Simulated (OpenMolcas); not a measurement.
# TeF⁺ at 1.880 Å: OpenMolcas input and output

Input (each module block was a call of its own in one work directory; start orbitals came from a preliminary run):

```
&GATEWAY
Coord
2
angstrom
Te 0.0 0.0 0.0
F 0.0 0.0 1.8800
Basis=ANO-RCC-VTZP
Group=XY
RX2C
AMFI
ANGMom
0.0 0.0 0.0
RICD
&SEWARD
&GUESSORB
&RASSCF
FileOrb=$CurrDir/o31.orb
Symmetry=1
Spin=3
nActEl=8 0 0
Inactive=16 10
RAS2=2 4
CIRoot=5 5 1
Linear
Iterations=120 100
OrbListing=Nothing
PRWF=0.15
>>COPY $Project.RasOrb $CurrDir/o31.orb
>>COPY $Project.rasscf.h5 $CurrDir/r31.h5
&CASPT2
XMultistate=all
Imaginary=0.2
IPEA=0.25
MaxIter=40
>>COPY $Project.JobMix JOB001
&RASSCF
FileOrb=$CurrDir/o11.orb
Symmetry=1
Spin=1
nActEl=8 0 0
Inactive=16 10
RAS2=2 4
CIRoot=7 7 1
Linear
Iterations=120 100
OrbListing=Nothing
PRWF=0.15
>>COPY $Project.RasOrb $CurrDir/o11.orb
>>COPY $Project.rasscf.h5 $CurrDir/r11.h5
&CASPT2
XMultistate=all
Imaginary=0.2
IPEA=0.25
MaxIter=40
>>COPY $Project.JobMix JOB002
```

```bash
pymolcas m.inp
```

RASSCF and CASPT2 output of these blocks, in excerpt:

```
++    Wave function specifications:
      Number of closed shell electrons          52
      Number of electrons in active shells       8
      Number of inactive orbitals               26
      Number of active orbitals                  6
      Number of secondary orbitals              66
      Spin quantum number                      1.0
      State symmetry                             1
++    Orbital specifications:
      Symmetry species                           1   2
                                                 a   b
      Frozen orbitals                            0   0
      Inactive orbitals                         16  10
      Active orbitals                            2   4
      RAS2 orbitals                              2   4
      Secondary orbitals                        34  32
      Number of basis functions                 52  46
      printout of CI-coefficients larger than  0.15 for root  1
      energy=   -6890.114612
      conf/sym  11 2222     Coeff  Weight
            19  ud 22uu  -0.31930 0.10195
            22  02 22uu  -0.90703 0.82270
            24  02 2uu2  -0.17105 0.02926
            40  02 u22u   0.17105 0.02926
      printout of CI-coefficients larger than  0.15 for root  2
      energy=   -6889.930381
      conf/sym  11 2222     Coeff  Weight
            24  02 2uu2  -0.70198 0.49278
            40  02 u22u  -0.70198 0.49278
      printout of CI-coefficients larger than  0.15 for root  3
      energy=   -6889.930381
      conf/sym  11 2222     Coeff  Weight
            23  02 2u2u  -0.70198 0.49278
            41  02 u2u2   0.70198 0.49278
      printout of CI-coefficients larger than  0.15 for root  4
      energy=   -6889.927679
      conf/sym  11 2222     Coeff  Weight
            23  02 2u2u   0.70201 0.49282
            41  02 u2u2   0.70201 0.49282
      printout of CI-coefficients larger than  0.15 for root  5
      energy=   -6889.910663
      conf/sym  11 2222     Coeff  Weight
            19  ud 22uu   0.25710 0.06610
            22  02 22uu   0.16360 0.02677
            24  02 2uu2  -0.66599 0.44355
            40  02 u22u   0.66599 0.44355
      Natural orbitals and occupation numbers for root  1
      sym 1:   0.061860   1.939431
      sym 2:   1.984972   1.984972   1.014382   1.014382
      Natural orbitals and occupation numbers for root  2
      sym 1:   0.014175   1.989768
      sym 2:   1.500546   1.500546   1.497482   1.497482
      Natural orbitals and occupation numbers for root  3
      sym 1:   0.014175   1.989768
      sym 2:   1.500546   1.500546   1.497482   1.497482
      Natural orbitals and occupation numbers for root  4
      sym 1:   0.014218   1.989954
      sym 2:   1.500451   1.500451   1.497463   1.497463
      Natural orbitals and occupation numbers for root  5
      sym 1:   0.088498   1.916170
      sym 2:   1.642134   1.642134   1.355532   1.355532
      RASSCF energy for state  5                  -6889.91066260
::    RASSCF root number  1 Total energy:  -6890.11461187
::    RASSCF root number  2 Total energy:  -6889.93038115
::    RASSCF root number  3 Total energy:  -6889.93038115
::    RASSCF root number  4 Total energy:  -6889.92767907
::    RASSCF root number  5 Total energy:  -6889.91066260
      Von Neumann Entropy (Root   1) =  1.21322
++    Wave function specifications:
      Number of closed shell electrons          14
      Number of electrons in active shells       8
      Number of inactive orbitals                7
      Number of active orbitals                  6
      Number of secondary orbitals              66
      Spin quantum number                      1.0
      State symmetry                             1
      Number of CSFs                            49
      Number of CASSCF root(s) available         5
      CASPT2 state passed to geometry opt.       5
      A file JOBMIX will be created
      This is a MULTI-STATE CASSCF reference
      Number of CI roots used                    5
      These are:                                 1   2   3   4   5
      Off-diagonal elements of Heff are computed
  FINAL CASPT2 RESULT:
      Reference energy:       -6890.1146118688
      E2 (Non-variational):      -0.7797523235
      Shift correction:          -0.0032933819
      E2 (Variational):          -0.7830457054
      Total energy:           -6890.8976575742
      Reference weight:           0.85619
  FINAL CASPT2 RESULT:
      Reference energy:       -6889.9303811500
      E2 (Non-variational):      -0.7382935183
      Shift correction:          -0.0015687437
      E2 (Variational):          -0.7398622620
      Total energy:           -6890.6702434120
      Reference weight:           0.88050
  FINAL CASPT2 RESULT:
      Reference energy:       -6889.9303811500
      E2 (Non-variational):      -0.7382726625
      Shift correction:          -0.0015690405
      E2 (Variational):          -0.7398417030
      Total energy:           -6890.6702228530
      Reference weight:           0.88051
  FINAL CASPT2 RESULT:
      Reference energy:       -6889.9276790743
      E2 (Non-variational):      -0.7384174166
      Shift correction:          -0.0015615036
      E2 (Variational):          -0.7399789202
      Total energy:           -6890.6676579945
      Reference weight:           0.88056
  FINAL CASPT2 RESULT:
      Reference energy:       -6889.9106625957
      E2 (Non-variational):      -0.7482091649
      Shift correction:          -0.0022986508
      E2 (Variational):          -0.7505078157
      Total energy:           -6890.6611704113
      Reference weight:           0.87352
       Total XMS-CASPT2 energies:
::    XMS-CASPT2 Root  1     Total energy:  -6890.89706298
::    XMS-CASPT2 Root  2     Total energy:  -6890.67024439
::    XMS-CASPT2 Root  3     Total energy:  -6890.67022187
::    XMS-CASPT2 Root  4     Total energy:  -6890.66766144
::    XMS-CASPT2 Root  5     Total energy:  -6890.66176155
++    Wave function specifications:
      Number of closed shell electrons          52
      Number of electrons in active shells       8
      Number of inactive orbitals               26
      Number of active orbitals                  6
      Number of secondary orbitals              66
      Spin quantum number                      0.0
      State symmetry                             1
      printout of CI-coefficients larger than  0.15 for root  1
      energy=   -6890.083928
      conf/sym  11 2222     Coeff  Weight
            28  ud 22ud  -0.22299 0.04973
            34  02 22ud  -0.90094 0.81170
            37  02 2ud2   0.20021 0.04008
            48  02 u22d   0.20021 0.04008
      printout of CI-coefficients larger than  0.15 for root  2
      energy=   -6890.083928
      conf/sym  11 2222     Coeff  Weight
            27  ud 2220   0.15768 0.02486
            30  ud 2202  -0.15768 0.02486
            33  02 2220   0.63706 0.40585
            34  02 22ud  -0.15507 0.02405
            35  02 2u2d  -0.20021 0.04008
            36  02 2202  -0.63706 0.40585
            49  02 u2d2   0.20021 0.04008
      printout of CI-coefficients larger than  0.15 for root  3
      energy=   -6890.048261
      conf/sym  11 2222     Coeff  Weight
            33  02 2220  -0.62529 0.39099
            35  02 2u2d   0.26910 0.07241
            36  02 2202  -0.62529 0.39099
            49  02 u2d2   0.26910 0.07241
      printout of CI-coefficients larger than  0.15 for root  4
      energy=   -6889.927349
      conf/sym  11 2222     Coeff  Weight
            37  02 2ud2   0.68603 0.47064
            48  02 u22d  -0.68603 0.47064
      printout of CI-coefficients larger than  0.15 for root  5
      energy=   -6889.895405
      conf/sym  11 2222     Coeff  Weight
            27  ud 2220   0.17488 0.03058
            30  ud 2202  -0.17488 0.03058
            33  02 2220   0.17552 0.03081
            35  02 2u2d   0.64259 0.41293
            36  02 2202  -0.17552 0.03081
            49  02 u2d2  -0.64259 0.41293
      printout of CI-coefficients larger than  0.15 for root  6
      energy=   -6889.895405
      conf/sym  11 2222     Coeff  Weight
            28  ud 22ud   0.24732 0.06117
            34  02 22ud   0.24822 0.06161
            37  02 2ud2   0.64259 0.41293
            48  02 u22d   0.64259 0.41293
      printout of CI-coefficients larger than  0.15 for root  7
      energy=   -6889.879664
      conf/sym  11 2222     Coeff  Weight
            27  ud 2220   0.18449 0.03404
            30  ud 2202   0.18449 0.03404
            33  02 2220   0.23923 0.05723
            35  02 2u2d   0.62001 0.38441
            36  02 2202   0.23923 0.05723
            49  02 u2d2   0.62001 0.38441
      Natural orbitals and occupation numbers for root  1
      sym 1:   0.065276   1.936036
      sym 2:   1.981035   1.981035   1.018309   1.018309
      Natural orbitals and occupation numbers for root  2
      sym 1:   0.065276   1.936036
      sym 2:   1.981035   1.981035   1.018309   1.018309
      Natural orbitals and occupation numbers for root  3
      sym 1:   0.069002   1.934878
      sym 2:   1.969952   1.969952   1.028108   1.028108
      Natural orbitals and occupation numbers for root  4
      sym 1:   0.015959   1.989885
      sym 2:   1.501612   1.501612   1.495466   1.495466
      Natural orbitals and occupation numbers for root  5
      sym 1:   0.094450   1.912846
      sym 2:   1.676173   1.676173   1.320179   1.320179
      Natural orbitals and occupation numbers for root  6
      sym 1:   0.094450   1.912846
      sym 2:   1.676173   1.676173   1.320179   1.320179
      Natural orbitals and occupation numbers for root  7
      sym 1:   0.105079   1.900117
      sym 2:   1.742537   1.742537   1.254864   1.254864
      RASSCF energy for state  7                  -6889.87966375
::    RASSCF root number  1 Total energy:  -6890.08392826
::    RASSCF root number  2 Total energy:  -6890.08392826
::    RASSCF root number  3 Total energy:  -6890.04826118
::    RASSCF root number  4 Total energy:  -6889.92734869
::    RASSCF root number  5 Total energy:  -6889.89540543
::    RASSCF root number  6 Total energy:  -6889.89540543
::    RASSCF root number  7 Total energy:  -6889.87966375
      Von Neumann Entropy (Root   1) =  1.22542
++    Wave function specifications:
      Number of closed shell electrons          14
      Number of electrons in active shells       8
      Number of inactive orbitals                7
      Number of active orbitals                  6
      Number of secondary orbitals              66
      Spin quantum number                      0.0
      State symmetry                             1
      Number of CSFs                            57
      Number of CASSCF root(s) available         7
      CASPT2 state passed to geometry opt.       7
      A file JOBMIX will be created
      This is a MULTI-STATE CASSCF reference
      Number of CI roots used                    7
      These are:                                 1   2   3   4   5   6   7
      Off-diagonal elements of Heff are computed
  FINAL CASPT2 RESULT:
      Reference energy:       -6890.0839282594
      E2 (Non-variational):      -0.7762533168
      Shift correction:          -0.0025725946
      E2 (Variational):          -0.7788259114
      Total energy:           -6890.8627541708
      Reference weight:           0.86275
  FINAL CASPT2 RESULT:
      Reference energy:       -6890.0839282594
      E2 (Non-variational):      -0.7763563806
      Shift correction:          -0.0025760272
      E2 (Variational):          -0.7789324078
      Total energy:           -6890.8628606672
      Reference weight:           0.86265
  FINAL CASPT2 RESULT:
      Reference energy:       -6890.0482611786
      E2 (Non-variational):      -0.7811291129
      Shift correction:          -0.0025800810
      E2 (Variational):          -0.7837091939
      Total energy:           -6890.8319703725
      Reference weight:           0.86118
  FINAL CASPT2 RESULT:
      Reference energy:       -6889.9273486887
      E2 (Non-variational):      -0.7522566524
      Shift correction:          -0.0020286108
      E2 (Variational):          -0.7542852633
      Total energy:           -6890.6816339520
      Reference weight:           0.87154
  FINAL CASPT2 RESULT:
      Reference energy:       -6889.8954054270
      E2 (Non-variational):      -0.7547084638
      Shift correction:          -0.0021390454
      E2 (Variational):          -0.7568475092
      Total energy:           -6890.6522529363
      Reference weight:           0.87080
  FINAL CASPT2 RESULT:
      Reference energy:       -6889.8954054270
      E2 (Non-variational):      -0.7547029284
      Shift correction:          -0.0021307183
      E2 (Variational):          -0.7568336467
      Total energy:           -6890.6522390737
      Reference weight:           0.87088
  FINAL CASPT2 RESULT:
      Reference energy:       -6889.8796637520
      E2 (Non-variational):      -0.7556221345
      Shift correction:          -0.0021582393
      E2 (Variational):          -0.7577803738
      Total energy:           -6890.6374441258
      Reference weight:           0.87020
       Total XMS-CASPT2 energies:
::    XMS-CASPT2 Root  1     Total energy:  -6890.85989454
::    XMS-CASPT2 Root  2     Total energy:  -6890.85985929
::    XMS-CASPT2 Root  3     Total energy:  -6890.82573168
::    XMS-CASPT2 Root  4     Total energy:  -6890.68163401
::    XMS-CASPT2 Root  5     Total energy:  -6890.65523033
::    XMS-CASPT2 Root  6     Total energy:  -6890.65512269
::    XMS-CASPT2 Root  7     Total energy:  -6890.64368277
```

Only roots inside an energy window near the equilibrium distance were included, so the list of states is not complete; labels number the states computed. Each spin and symmetry block has orbitals of its own, averaged over its own roots, so gaps between blocks are less sure than gaps within one and near the minimum can be off by tenths of an eV, in bad cases by more. No Rydberg orbitals are active, so Rydberg states, and σ→σ* states whose orbital the CASSCF left unused, can be missing between those listed. CASPT2 splits the two components of degenerate states numerically, here by up to 24 cm⁻¹. No roots were computed in block 5a (none fell in the window or the block failed), so states of that kind are missing and can lie low or lowest.
